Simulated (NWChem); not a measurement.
# C2H2F3 cation

```xyz
7

F      0.1583    -1.8132     0.0000
C     -0.7034    -0.8071     0.0000
C     -0.0022     0.4889     0.0000
F      1.2313     0.5722     0.0000
F     -0.6281     1.5620     0.0000
H     -1.3772    -0.8043    -0.8889
H     -1.3772    -0.8043     0.8889
```
Atoms are numbered in this order, from 1.

Computed with NWChem. The geometry was optimised at PBE0/def2-SVP. B3LYP is NWChem's, with the RPA form of VWN correlation. Static field.

For level PBE/def2-SVPD:

* **isotropic polarisability (bohr³)**: 26.6
* **anisotropy (bohr³)**: 10.6

Question: What are these values for level B3LYP/def2-SVPD?

Answer: 
| Item | Value |
|---|---|
| isotropic polarisability (bohr³) | 25.4 |
| anisotropy (bohr³) | 9.1 |
